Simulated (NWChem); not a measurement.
Species: BHOF cation; SMILES [OH+]=BF

```xyz
4

O      0.0003    -1.1863     0.0000
B     -0.0002     0.0383     0.0000
F      0.0001     1.2788     0.0000
H     -0.0039    -2.1552     0.0000
```
Atoms are numbered in this order, from 1.

Results from NWChem. Geometry optimised at PBE0/def2-SVP; all other runs use it. Pople sets run with spherical d functions. Vzz has the sign of the potential's second derivative.

```csv
quantity,level,value
"first state with f > 0.002 (eV), O K edge, unshifted","PBE/cc-pVTZ, TDA",513.1
"vertical, lowest triplet (eV)","PBE/6-31+G*, full TDDFT",(withheld)
Vzz B2 (a.u.),B3LYP/def2-SVP,-0.312
"charge (e), ESP O1",B3LYP/def2-SVP,-0.55
highest harmonic frequency (cm⁻¹),PBE0/def2-SVP,(withheld)
```

Question: Fill in the missing entries.

Answer: 
- vertical, lowest triplet (eV), value: 9.29
- highest harmonic frequency (cm⁻¹), value: 3848
